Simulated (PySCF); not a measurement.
Chain-length series, n-germane amino/formyl (end groups after the name). Isolated molecules, 0 K electronic values unless said otherwise. One relaxed conformer stands for each flexible species; it need not be the lowest. Strings in code marks are SMILES. All members: neutral, multiplicity 1. Level: PBE0-D4/def2-TZVP // PBE0-D4/def2-SVP (PySCF), beside PBE-D3(BJ)/def2-TZVP // PBE0-D4/def2-SVP (PySCF) at the same geometries.  Orbital energies are measured against the vacuum level.

| species | HOMO, PBE (eV) | HOMO, PBE0-D4 (eV) |
|---|---|---|
| `[NH2][GeH2][GeH2][GeH2][CH]=O` | -5.56 | -6.87 |
| `[NH2][GeH2][GeH2][CH]=O` | -5.56 | -6.92 |
| `[NH2][GeH2][GeH2][GeH2][GeH2][GeH2][GeH2][CH]=O` | -5.47 | -6.65 |
| `[NH2][GeH2][GeH2][GeH2][GeH2][GeH2][CH]=O` | -5.46 | -6.67 |
| `[NH2][GeH2][GeH2][GeH2][GeH2][CH]=O` | -5.44 | -6.68 |
| `[NH2][GeH2][CH]=O` (H–N–Ge–C torsion 63°, N–Ge–C–O torsion 1°) | -5.37 | withheld |

### Question
Fit y = a + b·x, y being the HOMO at the first level, to the 5 complete rows by least squares, with x = the PBE value in eV. Give a, b and the rms residual, and predict the withheld value.

### Answer
Means of the 5 rows: x̄ = -5.498, ȳ = -6.758 eV. Σ(x − x̄)² = 0.01328 and Σ(x − x̄)(y − ȳ) = 0.02788, so b = 2.099 and a = ȳ − b·x̄ = 4.782 eV. The rms residual is 0.034 eV. At x = -5.37 the line gives -6.49 eV, outside the range of the fitted rows. The run for `[NH2][GeH2][CH]=O` (H–N–Ge–C torsion 63°, N–Ge–C–O torsion 1°) gave -6.76 eV, so the line is off by 0.27 eV, more than twice the rms residual.

Codes: PySCF.
